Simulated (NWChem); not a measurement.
GeHF3; SMILES [F][GeH]([F])[F]

Task: Give the equilibrium geometry at PBE0/def2-SVP (NWChem) as an XYZ file, with the point group.

Result: point group C3v; any orientation.
```
5

Ge     0.0000     0.0000     0.2542
F      0.4102     1.5303    -0.3970
F      1.1202    -1.1204    -0.3970
F     -1.5304    -0.4099    -0.3970
H      0.0000     0.0000     1.7711
```
